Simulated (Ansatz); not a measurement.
Ansatz results at the PBE0-D4/def2-TZVP geometry: HOMO energy (B3LYP/def2-TZVPP) -6.46 eV; size of the dipole moment (ωB97M-V/def2-TZVPP) 0.90 D; LUMO energy (PBE0/def2-TZVPP) -1.33 eV.

Each molecule was computed in one conformer, which needn't be the lowest.

(1) Which molecule gave them?
A. `C[S][Ge][NH2]`
B. `[F][Ge][Br]`
C. `C[O][Ge][F]`
D. `[OH][Ge][Cl]`

## Answers

(1) A. The others give `[F][Ge][Br]`: -7.99, 2.33, -2.93; `C[O][Ge][F]`: -8.00, 0.84, -1.92; `[OH][Ge][Cl]`: -7.91, 0.86, -2.36.

B3LYP here is the variant with VWN-RPA as its local correlation; programs differ in this.
